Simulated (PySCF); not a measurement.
BHN, SMILES B=[N] (connectivity only; charge and spin as stated), charge -1, multiplicity 1.

The structure is a stationary point at B3LYP-D3(BJ)/def2-TZVPD. The multiplicity is an assumed one; other spin states were not compared. The isomer is the one that the SMILES or the coordinates give; other isomers of the formula were not compared.

All values below come from B3LYP/def2-TZVPD (PySCF).

Isolated molecule, no solvent.

Computed frontier levels, gap, dipole moment and polarisability:
The highest occupied level comes out as -0.36 eV and the lowest empty level is 3.98 eV. The orbital gap is 4.34 eV. The dipole moment about the centre of nuclear charge comes out as 2.42 D. The mean static polarisability comes out as 41.4 bohr³ (6.13 Å³) and the polarisability, principal values is 38.2, 38.2, 47.7 bohr³.
